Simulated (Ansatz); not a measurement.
B₄P₄H₁₄⁻, a cluster cut from wurtzite BP (hydrogen-capped). Charge -1, multiplicity 2. Geometry PBE-D4/def2-SVP, that of the neutral singlet; atoms count from 1.

```csv
atom,x (Å),y (Å),z (Å)
B1,-1.224,0.792,-1.595
P2,0.228,1.844,-0.783
B3,-1.596,-0.690,1.282
P4,-1.193,-0.916,-0.626
P5,-0.118,0.412,1.970
B6,1.234,0.947,0.648
B7,0.483,-1.896,-0.915
P8,1.872,-0.734,-0.145
H9,-2.270,1.395,-1.396
H10,-0.944,0.633,-2.776
H11,-0.199,3.100,-0.253
H12,1.193,2.314,-1.726
H13,-2.631,-0.057,1.442
H14,-1.559,-1.762,1.871
H15,-2.238,-1.718,-1.175
H16,-0.549,1.611,2.618
H17,0.590,-0.188,3.056
H18,2.127,1.632,1.116
H19,0.725,-2.016,-2.109
H20,0.494,-2.946,-0.287
H21,2.904,-0.382,-1.069
H22,2.671,-1.376,0.851
```

The highest occupied level of the charge -1 doublet lies above zero (up to 2.45 eV). By energy differences it is unbound by 0.94 eV (vertical, against the charge 0 singlet, at PBE0-D4/def2-SVP) and held by the finite basis.

(1) Estimate the Mulliken populations from the PBE0/def2-SVP orbitals of Ansatz.

(2) Where does the spin sit?

(3) And the Mayer bond orders between heavy atoms (over 0.3)?

Answers

(1) 
```json
{"atom": "B1", "charge (e)": "-0.20", "spin (α − β)": "0.00"}
{"atom": "P2", "charge (e)": "0.19", "spin (α − β)": "0.12"}
{"atom": "B3", "charge (e)": "-0.18", "spin (α − β)": "-0.02"}
{"atom": "P4", "charge (e)": "0.13", "spin (α − β)": "-0.01"}
{"atom": "P5", "charge (e)": "0.14", "spin (α − β)": "0.30"}
{"atom": "B6", "charge (e)": "-0.38", "spin (α − β)": "-0.07"}
{"atom": "B7", "charge (e)": "-0.20", "spin (α − β)": "0.01"}
{"atom": "P8", "charge (e)": "0.20", "spin (α − β)": "0.09"}
{"atom": "H9", "charge (e)": "-0.04", "spin (α − β)": "0.00"}
{"atom": "H10", "charge (e)": "-0.05", "spin (α − β)": "0.02"}
{"atom": "H11", "charge (e)": "0.00", "spin (α − β)": "-0.01"}
{"atom": "H12", "charge (e)": "-0.09", "spin (α − β)": "0.13"}
{"atom": "H13", "charge (e)": "-0.07", "spin (α − β)": "0.03"}
{"atom": "H14", "charge (e)": "-0.07", "spin (α − β)": "0.03"}
{"atom": "H15", "charge (e)": "-0.01", "spin (α − β)": "0.00"}
{"atom": "H16", "charge (e)": "-0.09", "spin (α − β)": "0.11"}
{"atom": "H17", "charge (e)": "-0.09", "spin (α − β)": "0.12"}
{"atom": "H18", "charge (e)": "-0.02", "spin (α − β)": "0.00"}
{"atom": "H19", "charge (e)": "-0.05", "spin (α − β)": "0.01"}
{"atom": "H20", "charge (e)": "-0.04", "spin (α − β)": "0.00"}
{"atom": "H21", "charge (e)": "-0.09", "spin (α − β)": "0.13"}
{"atom": "H22", "charge (e)": "0.00", "spin (α − β)": "-0.01"}
```
Mulliken values depend strongly on the basis.

(2) Summed by element: B -0.07, P 0.50, H 0.57, of 1 unpaired in all. Largest on single atoms: P5 0.30, H12 0.13, H21 0.13.

(3) B1–P2 0.86 (1.97 Å); B1–P4 0.93 (1.96 Å); P2–B6 0.94 (1.97 Å); B3–P4 0.92 (1.96 Å); B3–P5 0.91 (1.97 Å); P4–B7 0.94 (1.96 Å); P5–B6 0.99 (1.97 Å); B6–P8 0.93 (1.97 Å); B7–P8 0.85 (1.97 Å).
